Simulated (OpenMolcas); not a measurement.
# W4+: moving or changing the point charges

W4+ among 8 point charges of -1.2 e arranged as a cube (Oh), 2.01 Å from the ion.
```
   1.1605    1.1605    1.1605  -1.20
   1.1605    1.1605   -1.1605  -1.20
   1.1605   -1.1605    1.1605  -1.20
   1.1605   -1.1605   -1.1605  -1.20
  -1.1605    1.1605    1.1605  -1.20
  -1.1605    1.1605   -1.1605  -1.20
  -1.1605   -1.1605    1.1605  -1.20
  -1.1605   -1.1605   -1.1605  -1.20
```

```yaml
Program: OpenMolcas
Method: "SS-CASPT2, IPEA 0.25 Eh, imaginary shift 0.1 Eh (closed shells correlated: 4f 5s 5p)"
Basis: ANO-RCC-VDZP [7s6p4d2f1g]
Scalar_Hamiltonian: DKH2, point nucleus
Active_space: 2 electrons in 5 orbitals (5d)
State_averaging: 2S+1 = 3 even, 10 roots; 2S+1 = 1 even, 15 roots
Spin-orbit_coupling: state interaction with AMFI integrals over the reference wave functions
```

Runs around this geometry, states (labels of O, the rotations of Oh). Energies in cm-1 above the lowest state or level, χT in cm3 K/mol.

| R (Å) | q (e) | Ground state | First state of that spin | First gap with spin-orbit (degeneracies) | χT at 300 K | First state of another spin |
| --- | --- | --- | --- | --- | --- | --- |
| 2.01 | -0.6 | 3A2 | 3T2 3910 | 1970 (3, 2) | 0.088 | 1E 10030 |
| 1.88 | -1.2 | 3A2 | 3T2 11730 | 6360 (3, 2) | 0.204 | 1E 9980 |
| 2.01 | -1.2 | 3A2 | 3T2 8720 | 4680 (3, 2) | 0.104 | 1E 10140 |
| 2.2 | -1.2 | 3A2 | 3T2 5580 | 2810 (3, 2) | 0.066 | 1E 10150 |

Taking the first state of the same spin as R^-n, n = -ln(5580 / 11730) / ln(2.2 / 1.88) = 4.7 between the shortest and longest distance.

Scaling the charges by -0.6 / -1.2 = 0.50 scales the first state of the same spin by 3910 / 8720 = 0.45; with fixed orbitals a first-order splitting would follow the charge.

Roots that are degenerate in the reference are averaged as groups; the widest CASPT2 spread within a group is 280 cm-1 (the 3-fold group of multiplicity 1 near 18700 cm-1 above the lowest state of its run, R = 2.01, q = -0.6). Shifts and gaps below about the spread of the groups concerned are not significant. Free-ion shares, where given, are those of the reference states; single-state CASPT2 does not remix them. Spin-orbit coupling mixes the spin-free states strongly: the lowest level takes only 47 % from its leading state, 3A2 (figures for R = 2.01, q = -0.6; the like holds for R = 2.2, q = -1.2). Point charges carry no covalency, so the field is a model and not that of real ligands. No measured value stands beside these numbers.
